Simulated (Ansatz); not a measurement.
Spin gap between two states, R1 and P1; the higher of the two is an excited state, each structure at its B3LYP-D3(BJ)/def2-TZVP stationary point, reached from a drawn start (curvature not checked).
R1, F2Si (SMILES F[Si]F) (charge 0, multiplicity 1):
```xyz
3

Si     0.000     0.000    -0.684
F      1.239     0.000     0.342
F     -1.239     0.000     0.342
```
P1, F2Si (SMILES F[Si]F) (charge 0, multiplicity 3):
| atom | x (Å) | y (Å) | z (Å) |
|---|---|---|---|
| Si | 0.0000 | 0.0000 | -0.5838 |
| F | 1.3459 | 0.0000 | 0.2919 |
| F | -1.3459 | 0.0000 | 0.2919 |

P less R. No zero-point or thermal terms; singlets are restricted closed shells; open shells are unrestricted.

Cores are frozen in the correlated methods.

The values were computed with Ansatz (Gaussian orbitals). All values are computed, each at the level named.

**Question.** Give the spin gap at the level MP2/cc-pV(D+d)Z.

**Answer.** 69.2 kcal/mol

**Question.** Estimate the spin gap that BHLYP/def2-TZVPP returns for this input.

**Answer.** 71.7 kcal/mol

**Question.** Give the spin gap at the level SVWN5/def2-TZVPP.

**Answer.** 75.2 kcal/mol

Ansatz is a first-principles code.
